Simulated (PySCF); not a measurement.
SMILES CO[SiH2]SC (C2H8OSSi) (GFN2-xTB optimised geometry):

```
13

C      2.234    -1.654     0.010
O      0.970    -1.071     0.010
Si     0.631     0.502     0.000
S     -1.492     0.502     0.000
C     -1.732     2.306     0.000
H      2.105    -2.736     0.018
H      2.801    -1.349     0.892
H      2.795    -1.362    -0.881
H      1.133     1.181    -1.196
H      1.133     1.196     1.188
H     -1.289     2.733     0.894
H     -1.278     2.736    -0.886
H     -2.801     2.485    -0.007
```

Calculation: B3LYP/def2-TZVP in PySCF.

What are the frontier orbital energies and the dipole moment?

HOMO-2 -8.16 eV, HOMO-1 -8.09 eV, HOMO -6.47 eV, LUMO -0.29 eV, LUMO+1 0.94 eV; dipole moment 1.91 D.

Meta-Löwdin charges at B3LYP/def2-TZVP: C1 -0.10, O2 -0.61, Si3 0.88, S4 -0.18, C5 -0.39, H6 0.12, H7 0.10, H8 0.10, H9 -0.15, H10 -0.15, H11 0.12, H12 0.12, H13 0.14.
